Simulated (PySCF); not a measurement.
**Vertical excitation energies**

Compound: C4H9ClOSi.
SMILES with atom numbers: `[CH3:1][C@@H:2]([Cl:3])/[CH:4]=[CH:5]\[O:6][SiH3:7]` (hydrogens: H8, H9, H10 on C1; H11 on C2; H12 on C4; H13 on C5; H14, H15, H16 on Si7)

Computed, not measured: TDDFT wB97X-D/def2-SVPD, vertical, gas phase, core orbitals frozen in the response in PySCF 2.14.0, density-fitted response routines. Isolated species at its GFN2-xTB geometry (one conformer only). Torsions of this conformer, `[CH3:1][C@@H:2]([Cl:3])/[CH:4]=[CH:5]\[O:6][SiH3:7]`: C1–C2–C4–C5 132°, C4–C5–O6–Si7 176°.

Task: What does the calculation give for the low-lying excited states?

Result: 

```csv
state,E (eV),E (kJ/mol),λ (nm),f,|μ| (D),"main configurations (H = HOMO, L = LUMO)"
S1,6.18,596,200.6,0.154,2.56,H→L (90%)
S2,6.44,621,192.5,0.305,3.53,H→L+1 (90%)
S3,6.96,671,178.2,0.0022,0.29,"H-1→L (55%), H-1→L+1 (28%), H-1→L+5 (11%)"
S4,7.02,677,176.7,0.067,1.58,"H-2→L (53%), H-2→L+1 (28%)"
S5,7.38,712,168.0,0.020,0.85,"H→L+4 (63%), H→L+6 (13%)"
S6,7.51,724,165.2,0.036,1.13,"H→L+3 (44%), H→L+2 (31%)"
S7,7.77,749,159.6,0.068,1.52,"H→L+5 (55%), H→L+2 (18%)"
S8,7.84,757,158.1,0.012,0.65,"H→L+3 (33%), H→L+2 (30%), H→L+6 (13%)"
```

Triplets, Tamm–Dancoff:

```
state  E (eV)  λ (nm)  main configurations (H = HOMO, L = LUMO)
   T1    4.20   295.4                    H→L (47%), H→L+1 (35%)
   T2    6.17   201.0                    H→L (42%), H→L+1 (41%)
   T3    6.40   193.8   H-2→L (30%), H-1→L (16%), H-2→L+1 (13%)
```

The lowest singlet lies at 6.18 eV (201 nm, ultraviolet) and is strong; its leading configuration is HOMO→LUMO (90%). The strongest level in the table is S2 at 6.44 eV (192 nm, f = 0.305). Löwdin shares by element: HOMO carbon 56% or more, oxygen 20%, chlorine 11%; LUMO carbon 27% or more, silicon 18%, chlorine 15% (atoms not listed hold the other 39%). Orbital energies (eV): HOMO-3 -11.32, HOMO-2 -10.24, HOMO-1 -10.13, HOMO -8.79, LUMO 1.49, LUMO+1 1.64, LUMO+2 2.11. Weighted by f, the mean energy of these states is 6.69 eV. Of the 8 states listed, 7 reach f = 0.01 and none stays under 0.0005. No computed singlet lies in the visible range (380 to 750 nm); the lowest, at 201 nm, stands 2.92 eV above its violet end (3.26 eV). The window holds the lowest 8 singlets.

The run took 93 s wall on one thread of an Arm Neoverse N1, no GPU, shared host, and the process peaked at 0.96 GiB of memory.
